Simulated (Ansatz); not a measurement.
Worked example: GeH4 + Ga(SH)3 → GeH3(SH) + GaH(SH)2

Gas-phase species: GeH4 (germane) `[GeH4]`, singlet; Ga(SH)3, singlet; GeH3(SH), singlet; GaH(SH)2, singlet. The partners trade H for SH: Ge–H and Ga–SH bonds give way to Ge–SH and Ga–H.

Shapes, held fixed at every level: PBE0-D4/def2-TZVP. Flexible molecules stand in one conformer, not always the lowest. Programs: Ansatz 0.2.0. The zero-point and thermal change to 298 K, harmonic and unscaled (PBE0-D4/def2-TZVP), is -1.3 kJ/mol.

At CCSD(T)/def2-TZVPP; 1 Eh = 2625.50 kJ/mol:

| species | energy (Eh) |
| --- | --- |
| GeH4 | -2077.986460 |
| Ga(SH)3 | -3118.590243 |
| GeH3(SH) | -2475.752636 |
| GaH(SH)2 | -2720.806140 |

**Question.** Work out ΔH(298 K) of the reaction at this level.

**Answer.** 
1. Products less reactants: (-2475.752636) + (-2720.806140) − [(-2077.986460) + (-3118.590243)] = 0.017927 Eh = +47.1 kJ/mol.
2. With the thermal change: +47.1 + (-1.3) = +45.8 kJ/mol.

Other levels give +41.6 (wB97M-V/def2-TZVPP) to +53.4 kJ/mol (MP2/def2-SVP). No measured value is set beside it here. Relativity is left out for Ga, Ge. Outer-core shells of Ga, Ge are correlated, in sets that cover them unevenly.
